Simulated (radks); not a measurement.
Values are calculated unless marked as measured or tabulated.
Question: Radial electron density D(r) = 4 pi r^2 rho(r) of an atom or ion with 7 electrons. Code: a radial shooting solver on a logarithmic mesh with Libxc functionals. Model: Dirac Kohn-Sham, LB94 model potential, spin-unpolarised, spherical densities, finite nucleus; Fermi nuclear charge, rms radius of each element as measured or else 0.836 A^(1/3) + 0.57 fm.

```
   r/bohr * D(r) (the largest magnitude, 46.2, reaches the edge; | marks zero)
 0.003444 |     *
 0.003791 |      *
 0.004173 |        *
 0.004593 |         *
 0.005056 |           *
 0.005566 |            *
 0.006127 |              *
 0.006744 |                 *
 0.007423 |                   *
 0.008171 |                      *
 0.008995 |                         *
 0.009901 |                            *
   0.0109 |                               *
    0.012 |                                   *
  0.01321 |                                      *
  0.01454 |                                          *
    0.016 |                                             *
  0.01761 |                                                *
  0.01939 |                                                  *
  0.02134 |                                                    *
  0.02349 |                                                      *
  0.02586 |                                                      *
  0.02846 |                                                      *
  0.03133 |                                                    *
  0.03449 |                                                  *
  0.03796 |                                               *
  0.04179 |                                            *
    0.046 |                                        *
  0.05063 |                                     *
  0.05574 |                                  *
  0.06135 |                                *
  0.06753 |                               *
  0.07434 |                               *
  0.08183 |                                *
  0.09007 |                                  *
  0.09915 |                                    *
   0.1091 |                                      *
   0.1201 |                                       *
   0.1322 |                                      *
   0.1456 |                                    *
   0.1602 |                                 *
   0.1764 |                            *
   0.1942 |                      *
   0.2137 |                 *
   0.2352 |            *
    0.259 |       *
    0.285 |    *
   0.3138 |  *
   0.3454 |*
   0.3802 |*
   0.4185 *
   0.4606 *
   0.5071 *
   0.5582 *
```

What is the nuclear charge?

Answer: Z = 38. The innermost maximum, from 1s, lies near gamma/Z bohr with gamma = sqrt(1 - (Z/c)^2) = 0.961, here 0.0253 bohr (found: 0.0259), and its height grows with Z. The density is that of the strontium ion Sr31+ in [He] 2s2 2p3; the configuration itself is not fixed sharply by these data, and Z only to a few units. D(r) has 2 maxima, at r = 0.0259, 0.122 bohr, and minima at 0.0703 bohr, inside which lie 2.28 electrons.
